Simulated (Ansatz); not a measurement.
Al₈Si₂⁻, relaxed as a doublet with UKS PBE-D4/def2-SVP in Ansatz, starting from the GFN2-xTB geometry. Force threshold 0.03 eV/Å.

The structure comes from a short search, and lower isomers may exist.

Start:

Cartesian coordinates in Å:
```
Al 2.236 -0.221 0.615
Al 0.683 -2.141 -0.179
Al -0.281 -0.051 1.573
Al 1.279 -0.297 -1.904
Al -1.699 -2.188 0.770
Al 0.581 1.754 -0.285
Al -1.265 -0.129 -0.956
Al -0.281 1.611 -2.740
Si 1.497 1.693 2.004
Si -2.750 -0.031 1.103
```

```csv
step,energy (eV),largest force component (eV/Å),SCF passes
1,-68475.7271,0.721,92
2,-68476.0482,0.364,62
3,-68476.0623,0.393,38
4,-68476.1182,0.116,35
5,-68476.1269,0.050,31
6,-68476.1386,0.097,34
7,-68476.1459,0.099,34
8,-68476.1539,0.087,35
9,-68476.1618,0.085,30
10,-68476.1949,0.148,37
11,-68476.2648,0.269,36
12,-68476.3694,0.309,36
13,-68476.4952,0.341,36
14,-68476.6235,0.331,37
15,-68476.7761,0.367,36
16,-68476.9476,0.235,35
17,-68477.0725,0.212,34
18,-68477.0889,0.239,35
19 (rejected),-68477.0853,0.173,33
20,-68477.1093,0.045,29
21,-68477.1116,0.025,28
```

Force components are those of the run's own axes.

End:

| atom | x (Å) | y (Å) | z (Å) |
| --- | --- | --- | --- |
| Al1 | 2.4476 | -0.3369 | 0.5144 |
| Al2 | 0.5962 | -2.1544 | 0.2018 |
| Al3 | -0.2774 | 0.2748 | 1.0793 |
| Al4 | 1.1214 | -0.0438 | -1.7143 |
| Al5 | -1.8908 | -2.0348 | 1.0431 |
| Al6 | 1.3383 | 2.2045 | -0.4348 |
| Al7 | -1.2066 | -1.1785 | -1.5305 |
| Al8 | -1.1031 | 1.5195 | -1.1967 |
| Si9 | 1.7205 | 1.5907 | 1.9315 |
| Si10 | -2.7462 | 0.1589 | 0.1061 |

Bonds lost: Al3–Al7, Al6–Al7 (atoms count from 1). Bonds formed: Al3–Al8, Al8–Si10 (atoms count from 1).

No frequencies were taken in this run, so the end may be a saddle point.

It took 89 s on 4 threads of INTEL XEON PLATINUM 8581C on a shared host.
